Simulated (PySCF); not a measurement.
**Ionisation energy of Tl⁺ by level of theory**

Tl⁺ [Xe] 4f14 5d10 6s2 (1S) → Tl²⁺ [Xe] 4f14 5d10 6s1 (2S), as a difference of total energies. All numbers are calculated (PySCF 2.14, the spin-free X2C one-electron Hamiltonian (Gaussian nucleus), in aug-cc-pwCVTZ-DK3 (11s10p8d5f1g, 125 functions)). Correlated levels: valence: [Xe] 4f14 5d10 frozen; valence and next inner shell: [Kr] 4d10 4f14 frozen. The calculations carry no spin-orbit coupling.

Task: Order these methods by the ionisation energy they give, lowest first.
A. SCS-MP2 (valence)
B. SCS-MP2 (valence and next inner shell)
C. MP2 (valence)
D. MP2 (valence and next inner shell)

Result: C (18.916 eV), A (19.029 eV), B (20.393 eV), D (20.538 eV).

Errors of the correlated levels include the incompleteness of this basis and the frozen core.

For comparison: 20.428 eV (measured; NIST Atomic Spectra Database, ionization energies).
